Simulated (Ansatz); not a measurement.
CH6AlBO can be A, `[BH2][AlH][O]C`, or B, `B[CH2][AlH][OH]`.

Isolated molecules relaxed with PBE0-D4/def2-TZVP in Ansatz; ΔE leaves out vibrations. CCSD(T)/CBS is the MP2 limit (def2-TZVPP, def2-QZVPP) plus CCSD(T) − MP2 in def2-TZVPP, frozen cores. DFT in def2-TZVPP. B3LYP here is the variant with VWN-RPA as its local correlation; programs differ in this. One conformer a species, not always the lowest.

(1) Which is lower in electronic energy at CCSD(T)/CBS, and by how much? (An estimate is asked.)

(2) Give E(B) − E(A) in kJ/mol with PBE-D4, r2SCAN-D4, MP2/def2-TZVPP, PBE0-D4, LDA (SPW92), B2PLYP, B3LYP. (Best estimate.)

(3) Does the order hold for the free energy at 298.15 K (harmonic terms from PBE0-D4)? (Best estimate.)

Largest T1 diagnostic: 0.013.

Results:

(1) Computed: B, by 182.6 kJ/mol.

(2) The calculation gave: PBE-D4 -180.6, r2SCAN-D4 -187.6, MP2/def2-TZVPP -193.8, PBE0-D4 -179.8, LDA (SPW92) -192.0, B2PLYP -179.1, B3LYP -172.5. None reverses the order clearly.

(3) Computed: Yes: G(B) − G(A) = -181.5 kJ/mol, for one conformer each. Modes under 60 cm⁻¹, often nearly free rotors, make the harmonic entropy too high.

In def2-TZVPP, CCSD(T) changes the Hartree–Fock value by −26.0 kJ/mol (the triples alone add −4.3 kJ/mol) and MP2 by −41.5 kJ/mol. At CCSD(T), def2-SVP lies +20.6 kJ/mol from the extrapolated value and def2-TZVPP +4.2 kJ/mol.
